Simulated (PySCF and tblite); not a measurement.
Results of a calculation; reference values are marked as such.
# Conformer ensemble of C₆H₁₂Si, numbered as in [SiH3:1][C@@H:2]1[CH:3]=[CH:4][CH2:5][CH2:6][CH2:7]1

Search: ETKDG and KDG, MMFF94s, GFN2-xTB, 60 starts; geometries at GFN2-xTB. Free energies are PBE0-D3(BJ)/pcSseg-1 single points with GFN2-xTB rigid-rotor and vibrational terms (modes under about 200 cm⁻¹ blended into free rotors). Symmetry numbers and mirror images are counted. Conformers within 2.5 kcal/mol (GFN2-xTB free energy) were kept, 10 at most. GIAO shieldings: PBE0/pcSseg-1. Shifts are against TMS (¹H), TMS (¹³C), TMS (²⁹Si) at the same level; of two unlike H on one atom, a is the less shielded. Run with PySCF (density fitting) and tblite.

The 6-ring runs over atoms 2–3–4–5–6–7.

| conformer | shape | symmetry | E(GFN2) kcal/mol | E(DFT) kcal/mol | G(298.15 K) kcal/mol | weight % | dipole D |
| --- | --- | --- | --- | --- | --- | --- | --- |
| 1 | 6-ring half-chair (ring torsions -1, 15, -45, 63, -48, 18°) | C1 | 0.00 | 0.00 | 0.00 | 55.9 | 0.65 |
| 2 | 6-ring half-chair (ring torsions -2, -18, 50, -64, 43, -10°) | C1 | 0.72 | 0.29 | 0.14 | 44.1 | 0.72 |

Weights (%) against temperature:

```
 T (K)     1     2  S(mix) cal/mol/K
   100  71.9  28.1              1.18
298.15  55.9  44.1              1.36
   400  53.3  46.7              1.37
   500  51.7  48.3              1.38
   800  49.0  51.0              1.38
```

Averaged shifts at 298.15 K. ¹H: 6.00 (H3, 1H), 5.99 (H4, 1H), 3.82 (H1, 3H), 2.20 (H5a, 1H), 2.16 (H5b, 1H), 1.96 (H2, 1H), 1.93 (H7a, 1H), 1.78 (H6a, 1H), 1.64 (H7b, 1H), 1.60 (H6b, 1H) ppm. ¹³C: 135.8 (C3), 133.2 (C4), 29.6 (C5), 29.4 (C7), 25.3 (C2), 25.1 (C6) ppm. ²⁹Si: -64.7 (Si1) ppm.

Coordinates of conformer 1 (Å):

```xyz
19

Si    2.222    0.415    0.608
C     0.895   -0.015   -0.707
C    -0.004    1.159   -0.902
C    -1.259    1.206   -0.484
C    -1.944    0.072    0.214
C    -0.942   -0.966    0.714
C     0.083   -1.266   -0.373
H     3.072    1.480    0.072
H     1.609    0.880    1.853
H     3.026   -0.782    0.864
H     1.433   -0.193   -1.647
H     0.434    2.012   -1.403
H    -1.862    2.088   -0.659
H    -2.536    0.458    1.050
H    -2.648   -0.397   -0.483
H    -1.465   -1.880    1.003
H    -0.427   -0.581    1.596
H     0.746   -2.075   -0.053
H    -0.445   -1.605   -1.269
```

Coordinates of conformer 2 (Å):

```xyz
19

Si    2.528   -0.420   -0.433
C     0.894    0.116    0.405
C     0.099   -1.079    0.827
C    -1.201   -1.221    0.625
C    -2.054   -0.166   -0.011
C    -1.350    1.186    0.026
C     0.073    1.033   -0.502
H     3.282    0.779   -0.805
H     3.308   -1.225    0.509
H     2.222   -1.208   -1.628
H     1.155    0.671    1.317
H     0.655   -1.860    1.331
H    -1.708   -2.125    0.934
H    -2.267   -0.447   -1.048
H    -3.014   -0.109    0.510
H    -1.315    1.548    1.057
H    -1.901    1.916   -0.570
H     0.026    0.610   -1.509
H     0.558    2.009   -0.576
```

Unscaled ²⁹Si shifts at such levels can be off by tens of ppm; differences between conformers or isomers are more reliable. Shifts are unscaled: against experiment ¹³C can be off by 15 ppm or more and ¹H by 0.8 ppm.

Search and properties took 2.8 min on 1 thread of Intel Xeon @ 2.50GHz, on a host shared with other jobs (rough), launched as `OMP_NUM_THREADS=1 python ens_run.py task.json out`.
